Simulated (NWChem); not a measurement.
Species: CH₆FNSi; SMILES C[Si@H](N)F

```xyz
10

C     -0.0338    -1.7358     0.1825
Si    -0.0709     0.0526    -0.3267
N      1.4276     0.7991     0.0379
F     -1.3333     0.7351     0.4624
H      0.7470    -2.2864    -0.3636
H      0.1692    -1.8307     1.2613
H     -1.0032    -2.2179    -0.0154
H     -0.3466     0.2715    -1.7723
H      1.8832     0.6434     0.9301
H      1.6521     1.7167    -0.3295
```
Atoms are numbered in this order, from 1.

Structure relaxed at the PBE0/def2-SVP level.

**Question.** Give the principal values of the shielding tensors (ppm) of C1, Si2, N3, F4 from LDA (Slater exchange, VWN5)/pcSseg-1, GIAO (NWChem), with their diamagnetic and paramagnetic parts as GIAO splits them.

**Answer.** 
```
atom    σ11    σ22    σ33  isotropic  diamagnetic  paramagnetic
----  -----  -----  -----  ---------  -----------  ------------
C1    173.1  185.6  192.9      183.8        255.9         -72.1
Si2   279.4  316.8  355.7      317.3        882.1        -564.7
N3    194.7  213.6  257.8      222.0        319.2         -97.2
F4    222.8  303.8  346.1      290.9        474.7        -183.8
```
